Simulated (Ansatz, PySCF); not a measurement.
Mg(F)(iPr) (C3H7FMg), SMILES C[CH](C)[Mg][F].

Geometry: PBE-D3(BJ)/def2-SVP. The structure was generated by enumeration; whether it is a known compound was not checked. The values are those of a single conformer.

Vertical ionisation energy (IE) and electron affinity (EA) in eV. Rows of orbital energies are one-electron estimates. Where ΔSCF, EOM or ADC give a negative EA the extra electron is unbound and the value depends on the basis.

| level | IE | EA |
|---|---|---|
| −ε(HOMO), −ε(LUMO), M06-2X/def2-TZVP (PySCF) | 7.76 | 0.84 |
| −ε(HOMO), −ε(LUMO), PBE/def2-TZVP (PySCF) | 5.50 | 1.83 |
| ΔSCF, CAM-B3LYP/def2-SVPD (Ansatz), final states of multiplicity 2 and 2 | [?] | [?] |
| ΔSCF, PBE/def2-SVPD (Ansatz), final states of multiplicity 2 and 2 | 8.56 | -0.06 |

Problem. Complete the blanks. (Estimate from the structure and the level; the computed values follow.)

Solution. 
- ΔSCF, CAM-B3LYP/def2-SVPD (Ansatz, a first-principles code), final states of multiplicity 2 and 2, IE: 8.79
- ΔSCF, CAM-B3LYP/def2-SVPD (Ansatz), final states of multiplicity 2 and 2, EA: -0.21

Problem. What vertical singlet–triplet gap does ΔSCF give with CAM-B3LYP/def2-SVPD (Ansatz) and with PBE/def2-SVPD (Ansatz)? (An estimate is asked for; the answer gives what the named calculation found.)

Solution. 3.93 and 3.66 eV (triplet above singlet where positive).
